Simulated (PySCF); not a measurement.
## C₆ coefficients of unlike pairs at B3LYP

Calculated with PySCF 2.14 from the dipole response of each species, C₆(A,B) = (3/π) ∫ α_A(iu) α_B(iu) du, in atomic units, from isotropic polarisabilities. For ions this is the dispersion term alone; charge-induced terms of lower order in 1/R come first.

| species | configuration | basis | relativity | α (bohr³) | C₆ (like pair) |
| --- | --- | --- | --- | --- | --- |
| Al | [Ne] 3s2 3p1 (2P) | def2-QZVPPD (10s6p5d2f1g) | none | 63.22 | 555.6 |
| Mo⁺ | [Kr] 4d5 (6S) | aug-cc-pVDZ-PP with ECP28MDF (5s5p4d2f) | core potential | 20.27 | 129.8 |
| Sc | [Ar] 3d1 4s2 (2D) | aug-cc-pVTZ (8s7p5d3f2g) | none | 121.8 | 1508 |

Task: Estimate C₆ for Sc with Al.

Result: The integral gives 903.6. The combination rule 2 C_A C_B / (C_A α_B/α_A + C_B α_A/α_B) gives 904.1 and the geometric mean 915.3.

No spin-orbit coupling is included.

The other pairs:

```tsv
pair	C₆
Sc, Mo⁺	377.9
Mo⁺, Al	243.5
```
